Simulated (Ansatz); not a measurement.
`[CH3][Al]([NH2])[Cl]` + H₂S → `[CH3][Al]([SH])[Cl]` + NH₃ at 500 K and 1 bar (ligand exchange at the Al–N bond).

Program: Ansatz. Geometries: PBE0-D4/def2-TZVP. ΔE: electronic, gas phase. CCSD(T)/CBS is the MP2 limit (def2-TZVPP, def2-QZVPP) plus CCSD(T) − MP2 in def2-TZVPP, frozen cores. This one scheme is used for every species. Each species was taken in one conformer, which may not be the lowest.

```tsv
species	CCSD(T)/CBS energy (Eh)	H − E (kJ/mol)	S (J/(mol·K))
`[CH3][Al]([NH2])[Cl]`	-797.68797	209.7	403.0
H₂S	-398.97279	57.0	224.0
`[CH3][Al]([SH])[Cl]`	-1140.16049	166.6	412.3
NH₃	-56.50880	108.2	211.8
```

H − E and S are ideal-gas, rigid-rotor, harmonic terms from PBE0-D4/def2-TZVP, for one conformer and one mirror image of each species. 1 Eh = 2625.50 kJ/mol, R = 8.31446 J/(mol·K).

Q: By hand: ΔE, ΔH, ΔS and ΔG.

A: ΔE = (-1140.16049) + (-56.50880) − (-797.68797) − (-398.97279) = -0.00853 Eh = -22.4 kJ/mol. Δ(H − E) = 166.6 + 108.2 − 209.7 − 57.0 = 8.1, so ΔH = -14.3 kJ/mol. ΔS = 412.3 + 211.8 − 403.0 − 224.0 = -2.9 J/(mol·K). ΔG = -14.3 − 500 × (-2.9)/1000 = -12.9 kJ/mol.

Q: By hand: the equilibrium constant, and the temperature at which ΔG would vanish if ΔH and ΔS stayed fixed.

A: log₁₀ K = −ΔG/(RT ln 10) = 1.3. ΔG = 0 at ΔH/ΔS = 4931 K, far beyond where these terms or the molecules hold.

The number of gas molecules stays the same, so ΔS is small and ΔH decides. A doubt of 5 kJ/mol in ΔE shifts log₁₀ K by 0.5 here. Other conformers and mirror images would add mixing entropy, several J/(mol·K) or more a flexible species. Modes under 60 cm⁻¹, often nearly free rotors, make the harmonic entropy too high. These are equilibria of isolated gas molecules and say nothing of rates. Largest T1 diagnostic: 0.010 (customary marks: 0.02 for closed shells, 0.045 for open ones).
